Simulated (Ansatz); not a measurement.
Mulliken charges of CH$_{5}$ClGaN, SMILES `[NH2][GaH][CH2]Cl` from ωB97M-V/def2-TZVPP in Ansatz (PBE0-D4/def2-TZVP geometry).

```json
{"atom": "N1", "x (Å)": "0.175", "y (Å)": "1.608", "z (Å)": "-0.826", "charge (e)": "-0.362"}
{"atom": "Ga2", "x (Å)": "0.754", "y (Å)": "-0.012", "z (Å)": "-0.255", "charge (e)": "0.330"}
{"atom": "C3", "x (Å)": "-0.465", "y (Å)": "-1.017", "z (Å)": "0.939", "charge (e)": "-0.348"}
{"atom": "Cl4", "x (Å)": "-1.178", "y (Å)": "-2.289", "z (Å)": "-0.117", "charge (e)": "-0.143"}
{"atom": "H5", "x (Å)": "0.661", "y (Å)": "2.166", "z (Å)": "-1.507", "charge (e)": "0.117"}
{"atom": "H6", "x (Å)": "-0.720", "y (Å)": "2.002", "z (Å)": "-0.591", "charge (e)": "0.113"}
{"atom": "H7", "x (Å)": "2.128", "y (Å)": "-0.546", "z (Å)": "-0.754", "charge (e)": "-0.011"}
{"atom": "H8", "x (Å)": "-1.293", "y (Å)": "-0.428", "z (Å)": "1.330", "charge (e)": "0.148"}
{"atom": "H9", "x (Å)": "0.026", "y (Å)": "-1.530", "z (Å)": "1.763", "charge (e)": "0.156"}
```

By hand: the dipole of these point charges (1 e Å = 4.8032 D).

Σ q r = (0.301, 0.279, 0.142) e Å, of length 0.434 e Å = 2.08 D.

How does the dipole of the full density compare? (An estimate is asked.)

Computed: (0.062, 0.405, 0.164) e Å, 2.12 D; the point charges give 0.98 times that, at 36° from its direction.

Point charges leave out the atoms' own dipoles, such as those of lone pairs, and Mulliken's split depends on the basis, so the two needn't agree.
